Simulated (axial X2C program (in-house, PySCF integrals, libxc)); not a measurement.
# Potential curves of SeS, 2c

All values were computed with an axial X2C code built on PySCF integrals. Two-component (2c) means X2C with spin–orbit coupling and atomic mean-field two-electron Coulomb and Gaunt terms. Basis: Se dyall-cv3z [8s9p6d4f1g], S dyall-av3z [9s8p3d2f] (cores contracted in-house); Gaussian nuclei, density fitting, unrestricted open shells. Masses: Se 79.917 u, S 31.972 u.

State: Ω = 1 (⟨Sz⟩ = 1.00, ⟨Lz⟩ = 0.00 at BP86). Energies in eV from the fragments at the same level (Se + S). Fits are polynomials in 1 − R0/R over 0.85 to 1.23 times the lowest point R0.

| R (Å) | BP86 | PBE0 |
| --- | --- | --- |
| 1.7722 | -2.7083 | -2.5795 |
| 1.8537 | -3.5954 | -3.4079 |
| 1.9148 | -3.9944 | -3.7591 |
| 1.9759 | -4.2228 | -3.9373 |
| 2.0370 | -4.3207 | -3.9831 |
| 2.1083 | -4.3110 | -3.9111 |
| 2.1796 | -4.2039 | -3.7409 |
| 2.2713 | -3.9686 | -3.4246 |
| 2.3833 | -3.5905 | -2.9496 |
| 2.5462 | -2.9627 | -2.1915 |

The state is a single determinant with fixed occupations, the lowest that a limited PBE0 search found. Dissociation energies refer to the lowest single-determinant-based atoms at the same level and basis. Density functionals use the spin component along the axis (collinear). The 2c atoms are single determinants rather than J levels; their spin–orbit lowering is only partly caught, and De is too large by that part. This holds for BP86, PBE0. Other states lie close and PBE0, whose exact exchange favours high spin, may order them wrongly; the determinant shown need not be the ground state. The nearest other 2c determinant of the search, Ω = 0, lies 0.50 eV up at the distance of the search. The functionals have no current-density term, which raises determinants with orbital currents, atoms included. With several unpaired electrons one determinant need not be a pure state. Open-shell Ω = 0 determinants with evenly filled partner blocks cannot be reached by this program, so the Ω shown need not be the lowest component. This is the Ω = 1 component of a π² triplet; the 0⁺ component is not one determinant and can lie lowest.

(1) What are Re, ωe and De at the BP86 level?

(2) What are Re, ωe and De at the PBE0 level?

## Answers

(1) At BP86, 2c: Re = 2.066 Å, ωe ≈ 526 cm⁻¹, De = 4.33 eV to Se + S; Be follows as 0.173 cm⁻¹.

(2) At PBE0, 2c: Re = 2.031 Å, ωe ≈ 572 cm⁻¹, De = 3.98 eV to Se + S; Be follows as 0.179 cm⁻¹.
